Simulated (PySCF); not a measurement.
# Ionisation energy of Mn²⁰⁺ by level of theory

Mn²⁰⁺ [He] 2s2 2p1 [2p1/2^1, M_J = 1/2] → Mn²¹⁺ [He] 2s2, as a difference of total energies. Calculation: PySCF 2.14, in an uncontracted even-tempered set (17 s from 5.1 bohr⁻², ratio 2.4; 11 p from 6.6 bohr⁻², ratio 2.4; 5 d from 23 bohr⁻², ratio 2.6; 4 f from 34 bohr⁻², ratio 2.6); the two-component X2C-1e Hamiltonian. Correlated levels: nothing frozen; the 34 highest virtual spinors dropped. "Screened" scales the spin-orbit matrix elements by Boettger's factors to mimic the two-electron term; Breit and QED terms are absent.

```
                    method  ionisation energy (eV)
           GHF (spin-free)                  1637.3
          GMP2 (spin-free)                  1636.8
 GHF (screened spin-orbit)                  1645.9
GMP2 (screened spin-orbit)                  1645.4
```

For comparison: 1643.2 ± 0.7 eV (semi-empirical (NIST evaluation); NIST Atomic Spectra Database, ionization energies).
